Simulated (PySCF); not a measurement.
Ti(Cl)(OH)(Me)2 (C₂H₇ClOTi), SMILES [CH3][Ti]([CH3])([OH])[Cl], multiplicity 1.

Coordinates come from a PBE-D3(BJ)/def2-SVP optimisation. The multiplicity is an assumed one; other spin states were not compared. One conformer was computed; it need not be the lowest.

Computed with PySCF with PBE-D3(BJ)/def2-SVP.

Frequencies are harmonic and unscaled.

Computed vibrational spectrum:
| mode | ν (cm⁻¹) | IR (km/mol) | moving atoms (share of kinetic energy) |
|---|---|---|---|
| 1 | 72 | 0.0 | H 95 % |
| 2 | 104 | 0.2 | H 98 % |
| 3 | 105 | 11.3 | H 38 %, C 24 %, Ti 20 %, Cl 17 % |
| 4 | 122 | 6.4 | Cl 25 %, O 23 %, H 19 %, C 17 %, Ti 15 % |
| 5 | 144 | 22.9 | H 53 %, C 28 %, O 12 % |
| 6 | 147 | 0.8 | C 50 %, H 32 %, Ti 12 % |
| 7 | 166 | 8.0 | O 29 %, H 28 %, C 22 %, Cl 13 %, Ti 8 % |
| 8 | 236 | 51.9 | H 46 %, O 39 % |
| 9 | 343 | 126.8 | H 76 %, O 22 % |
| 10 | 406 | 24.7 | Cl 45 %, H 25 %, Ti 21 % |
| 11 | 425 | 0.0 | H 81 %, C 18 % |
| 12 | 471 | 4.7 | H 66 %, C 27 % |
| 13 | 498 | 8.2 | H 71 %, C 25 % |
| 14 | 523 | 21.9 | H 52 %, C 37 % |
| 15 | 562 | 98.0 | H 35 %, Ti 29 %, C 29 % |
| 16 | 567 | 108.1 | C 38 %, H 31 %, Ti 30 % |
| 17 | 805 | 144.4 | O 61 %, Ti 31 % |
| 18 | 1071 | 4.4 | H 75 %, C 24 % |
| 19 | 1082 | 6.1 | H 77 %, C 22 % |
| 20 | 1330 | 8.2 | H 94 % |
| 21 | 1333 | 1.2 | H 94 % |
| 22 | 1338 | 6.0 | H 94 % |
| 23 | 1341 | 15.9 | H 95 % |
| 24 | 2947 | 1.0 | H 98 % |
| 25 | 2949 | 0.1 | H 98 % |
| 26 | 3062 | 0.0 | H 91 %, C 9 % |
| 27 | 3065 | 7.4 | H 91 %, C 9 % |
| 28 | 3068 | 2.5 | H 91 %, C 9 % |
| 29 | 3068 | 1.2 | H 91 %, C 9 % |
| 30 | 3791 | 259.0 | H 94 % |
